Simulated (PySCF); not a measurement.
These compounds are isomers of formula C₄H₉ClSi₂.

A. SMILES [C@H](C)(Cl)[SiH2]C#C[SiH3]
B. `ClC1=C[SiH2][SiH2]CC1`
C. `C1[C@@H]([SiH2][SiH3])C=C1Cl`

Spectrum 1. 1H NMR (400 MHz, computed): δ 6.00 (d, 1H), 4.09 (m, 1H), 4.06 (m, 1H), 3.28 (m, 3H), 3.09 (m, 1H), 2.50 (m, 1H), 2.34 (m, 1H). 13C{1H} NMR (computed): δ 143.4 (CH), 140.9 (C), 43.2 (CH2), 24.5 (CH).

Spectrum 2. 1H NMR (400 MHz, computed): δ 4.48 (m, 1H), 4.23 (s, 3H), 4.22 (m, 1H), 3.59 (m, 1H), 1.72 (d, 3H). 13C{1H} NMR (computed): δ 116.9 (C), 114.9 (C), 46.9 (CH), 24.2 (CH3).

Spectrum 3. 1H NMR (400 MHz, computed): δ 6.24 (t, 1H), 4.19 (m, 2H), 3.85 (m, 2H), 2.56 (m, 2H), 1.06 (m, 2H). 13C{1H} NMR (computed): δ 165.8 (C), 121.3 (CH), 38.5 (CH2), 9.3 (CH2).

Theoretical values (PySCF): shielding tensors at PBE0/pcSseg-1 (GIAO), GFN2-xTB structure. No solvent, non-relativistic, fast rotation and ring inversion assumed for equivalent nuclei, single conformer.

δ = σ(ref) − σ, references computed at the same level: 1H (σ = 31.72 ppm), 13C (σ = 186.93 ppm) vs TMS. Where no couplings were computed, multiplicities follow the n + 1 count of equivalent neighbours, and m marks all less simple cases (inequivalent or close neighbours, rings, F or P nearby). Shifts are as computed. Against solution values, carbons near 30 ppm lie about +3 ppm off and those near 130 ppm about +5 ppm; carbons on Cl a further +6 ppm. Of 1309 compounds with measured shifts, 239 miss one by over three times the rms of a fit or turn the order of signals round; such compounds aren't used in these exercises. Carbons bonded to Cl come out too deshielded.

Task: Which spectrum belongs to which compound?

Result: 1–C, 2–A, 3–B.

- Spectrum 1 (C): 4 13C signals; δC 143.4 is an alkene CH; δC 140.9 is a fully substituted alkene carbon.
- Spectrum 2 (A): 4 13C signals; δC 46.9 is an sp3 CH bonded to Cl and Si; δC 24.2 is a methyl carbon.
- Spectrum 3 (B): 4 13C signals; δC 121.3 is an alkene CH; δC 38.5 is an allylic sp3 CH2.
